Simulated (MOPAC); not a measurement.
Input file for MOPAC: PM3 on FH5N2Sn (SMILES [NH2][SnH]([NH2])[F]), a point of a torsion scan.

```
PM3 1SCF PRECISE CHARGE=0 THREADS=1
FH5N2Sn

N     -1.61300700 1    -0.50331737 1     0.45981801 1
Sn    -0.07798415 1     0.48044912 1    -0.34501112 1
N     -0.75586177 1     2.27631009 1    -0.95317689 1
F      0.95860463 1     1.03322800 1     1.18425326 1
H     -1.71685750 1    -1.47274689 1     0.19253901 1
H     -2.49503437 1    -0.03594887 1     0.29263484 1
H      1.05794782 1    -0.44786825 1    -1.19703758 1
H     -0.77040299 1     2.41594126 1    -1.95614995 1
H     -0.18636231 1     3.01945040 1    -0.56379126 1
```

Program output:

```
*******************************************************************************
 **                                                                           **
 **                              MOPAC v23.2.5                                **
 **                                                                           **
 *******************************************************************************
 ** MOPAC's Digital Object Identifier: https://doi.org/10.5281/zenodo.6511958 **
 **                                                                           **
 ** Please cite the open-source release paper for use of this MOPAC version:  **
 ** J. E. Moussa and J. J. P. Stewart (2026)                                  **
 ** MOPAC: An open-source semiempirical molecular orbital program             **
 ** J. Open Source Softw., 11(119), 8025, https://doi.org/10.21105/joss.08025 **
 *******************************************************************************

                              PM3 CALCULATION RESULTS

 *******************************************************************************
 *  PM3        - The PM3 Hamiltonian to be used
 *
 *
 *
 *                 CHARGE ON SYSTEM = 0
 *
 *
 *
 *  PRECISE    - TIGHTER CRITERIA TO BE USED
 *  1SCF       - DO 1 SCF AND THEN STOP
 *  THREADS=1  - MULTI-THREADING NOT USED
 *  T=         - A TIME OF 172800.0 SECONDS REQUESTED
 *  DUMP=N     - RESTART FILE WRITTEN EVERY 7200.0 SECONDS REQUESTED
 *******************************************************************************
PM3 1SCF PRECISE CHARGE=0 THREADS=1
 FH5N2Sn

   ATOM   CHEMICAL          X               Y               Z
  NUMBER   SYMBOL      (ANGSTROMS)     (ANGSTROMS)     (ANGSTROMS)

     1       N         -1.61300700  *  -0.50331737  *   0.45981801  *
     2      Sn         -0.07798415  *   0.48044912  *  -0.34501112  *
     3       N         -0.75586177  *   2.27631009  *  -0.95317689  *
     4       F          0.95860463  *   1.03322800  *   1.18425326  *
     5       H         -1.71685750  *  -1.47274689  *   0.19253901  *
     6       H         -2.49503437  *  -0.03594887  *   0.29263484  *
     7       H          1.05794782  *  -0.44786825  *  -1.19703758  *
     8       H         -0.77040299  *   2.41594126  *  -1.95614995  *
     9       H         -0.18636231  *   3.01945040  *  -0.56379126  *



          CARTESIAN COORDINATES

    NO.       ATOM           X           Y           Z

     1         N         -1.6130     -0.5033      0.4598
     2        Sn         -0.0780      0.4804     -0.3450
     3         N         -0.7559      2.2763     -0.9532
     4         F          0.9586      1.0332      1.1843
     5         H         -1.7169     -1.4727      0.1925
     6         H         -2.4950     -0.0359      0.2926
     7         H          1.0579     -0.4479     -1.1970
     8         H         -0.7704      2.4159     -1.9561
     9         H         -0.1864      3.0195     -0.5638

  H: (PM3): J. J. P. STEWART, J. COMP. CHEM. 10, 209 (1989).
  N: (PM3): J. J. P. STEWART, J. COMP. CHEM. 10, 209 (1989).
  F: (PM3): J. J. P. STEWART, J. COMP. CHEM. 10, 209 (1989).
 Sn: (PM3): J. J. P. STEWART, J. COMP. CHEM. 12, 320-341 (1991).

           Empirical Formula: H5 N2 Sn F  =     9 atoms



      MOLECULAR POINT GROUP   :   C1


      RHF CALCULATION, NO. OF DOUBLY OCCUPIED LEVELS = 13


 -------------------------------------------------------------------------------
 PM3 1SCF PRECISE CHARGE=0 THREADS=1
 FH5N2Sn



     1SCF WAS SPECIFIED, SO BFGS WAS NOT USED
     SCF FIELD WAS ACHIEVED


                              PM3 CALCULATION
                                                       MOPAC v23.2.5 Linux




          FINAL HEAT OF FORMATION =        -35.35640 KCAL/MOL =    -147.93116 KJ/MOL


          COSMO AREA              =        117.13 SQUARE ANGSTROMS
          COSMO VOLUME            =        105.71 CUBIC ANGSTROMS

          IONIZATION POTENTIAL    =         10.107564 EV
          HOMO LUMO ENERGIES (EV) =        -10.108 -0.961
          NO. OF FILLED LEVELS    =         13
          MOLECULAR WEIGHT        =        170.7413         POINT GROUP:  C1

          MOLECULAR DIMENSIONS (Angstroms)

            Atom       Atom       Distance
            H     9    H     5     4.80565
            H     6    H     7     3.74836
            H     8    F     4     3.53342


          SCF CALCULATIONS        =          1





   ATOM   CHEMICAL          X               Y               Z
  NUMBER   SYMBOL      (ANGSTROMS)     (ANGSTROMS)     (ANGSTROMS)

     1       N         -1.61300700  *  -0.50331737  *   0.45981801  *
     2      Sn         -0.07798415  *   0.48044912  *  -0.34501112  *
     3       N         -0.75586177  *   2.27631009  *  -0.95317689  *
     4       F          0.95860463  *   1.03322800  *   1.18425326  *
     5       H         -1.71685750  *  -1.47274689  *   0.19253901  *
     6       H         -2.49503437  *  -0.03594887  *   0.29263484  *
     7       H          1.05794782  *  -0.44786825  *  -1.19703758  *
     8       H         -0.77040299  *   2.41594126  *  -1.95614995  *
     9       H         -0.18636231  *   3.01945040  *  -0.56379126  *

                             CARTESIAN COORDINATES

   1    N       -1.613007000    -0.503317370     0.459818010
   2   Sn       -0.077984150     0.480449120    -0.345011120
   3    N       -0.755861770     2.276310090    -0.953176890
   4    F        0.958604630     1.033228000     1.184253260
   5    H       -1.716857500    -1.472746890     0.192539010
   6    H       -2.495034370    -0.035948870     0.292634840
   7    H        1.057947820    -0.447868250    -1.197037580
   8    H       -0.770402990     2.415941260    -1.956149950
   9    H       -0.186362310     3.019450400    -0.563791260


           Empirical Formula: H5 N2 Sn F  =     9 atoms



      MOLECULAR POINT GROUP   :   C1


                  EIGENVALUES
 -28.44180 -28.15319 -20.01313 -16.72536 -16.25839 -15.69358 -15.35995 -15.07730
 -14.13410 -13.02480 -12.99497 -10.26381 -10.10756  -0.96091   0.12102   0.55627
   0.70596   3.58074   3.68142   4.58718   4.74397


              NET ATOMIC CHARGES AND DIPOLE CONTRIBUTIONS

  ATOM NO.   TYPE          CHARGE      No. of ELECS.   s-Pop       p-Pop
    1          N          -0.254896        5.2549     1.47272     3.78217
    2         Sn           0.849154        3.1508     1.10254     2.04830
    3          N          -0.277349        5.2773     1.49948     3.77787
    4          F          -0.385179        7.3852     1.66135     5.72383
    5          H           0.057644        0.9424     0.94236
    6          H           0.063475        0.9365     0.93652
    7          H          -0.174702        1.1747     1.17470
    8          H           0.054298        0.9457     0.94570
    9          H           0.067555        0.9324     0.93244
 DIPOLE           X         Y         Z       TOTAL
 POINT-CHG.    -1.495    -0.801    -2.437     2.970
 HYBRID         0.513     0.100    -1.288     1.390
 SUM           -0.982    -0.701    -3.726     3.916


          ATOMIC ORBITAL ELECTRON POPULATIONS

     Atom    s        px        py        pz
    1  N   1.47272   1.07714   1.03720   1.66783
    2 Sn   1.10254   0.69292   0.71344   0.64194
    3  N   1.49948   1.58503   1.07756   1.11528
    4  F   1.66135   1.91205   1.95303   1.85875
    5  H   0.94236
    6  H   0.93652
    7  H   1.17470
    8  H   0.94570
    9  H   0.93244

 **********************
 *                    *
 * JOB ENDED NORMALLY *
 *                    *
 **********************




 == MOPAC DONE ==
```

The run finished.

Cost: about 0.020 core-seconds (a rough figure).
